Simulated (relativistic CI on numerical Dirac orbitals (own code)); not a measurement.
**Tc4+: 4d valence photoemission**

Computed with this model: Dirac-Coulomb-Breit CI, orbitals from a KLI potential per configuration, a model potential for QED, valence Slater integrals scaled by 0.7, multiplet model of photoemission in the sudden approximation; configurations [Kr] 4d3 → [Kr] 4d2; 300 K; Lorentzian 0.21 eV and Gaussian 0.5 eV FWHM. Energies are those of the free ion, without screening or charge transfer. The energies are binding energies and can lie tens of eV above those of solids. S is read from ⟨S²⟩ = S(S + 1).

Field parameters in Wybourne normalisation: D3d B²₀ = −7Dσ, B⁴₀ = −14Dq − 21Dτ, B⁴₃ = −14√(10/7) Dq; D4h B²₀ = −7Ds, B⁴₀ = 21(Dq − Dt), B⁴₄ = 21√(5/14) Dq; Oh B⁴₀ = 21Dq, B⁴₄ = √(5/14) B⁴₀; Td as Oh with Dq negative (B⁴₀ = 21Dq, B⁴₄ = √(5/14) B⁴₀). The field is a parameter set, without covalency.

Computed curve for Td, 10Dq = -6350 cm⁻¹, scaled to 100 at the maximum (points under 2 are left out and the grid is thinned):

(Energy (eV), Intensity): (54.5, 2.3), (54.6, 2.7), (54.7, 3.2), (54.8, 3.9), (54.9, 5.0), (55.1, 9.7), (55.2, 15.2), (55.3, 24.5), (55.4, 38.7), (55.5, 56.7), (55.6, 74.3), (55.7, 85.6), (55.8, 86.6), (55.9, 79.0), (56.0, 69.4), (56.2, 70.5), (56.3, 82.6), (56.4, 94.9), (56.5, 100.0), (56.6, 94.6), (56.7, 81.4), (56.8, 66.9), (56.9, 56.9), (57.0, 52.8), (57.1, 52.1), (57.3, 45.8), (57.4, 37.7), (57.5, 29.1), (57.6, 22.5), (57.7, 19.3), (57.8, 19.0), (57.9, 20.1), (58.0, 20.9), (58.1, 20.1), (58.2, 17.4), (58.4, 9.9), (58.5, 6.8), (58.6, 4.6), (58.7, 3.3), (58.8, 2.5)

The ground state has S = 1.47, and the centroid lies at 56.49 eV.
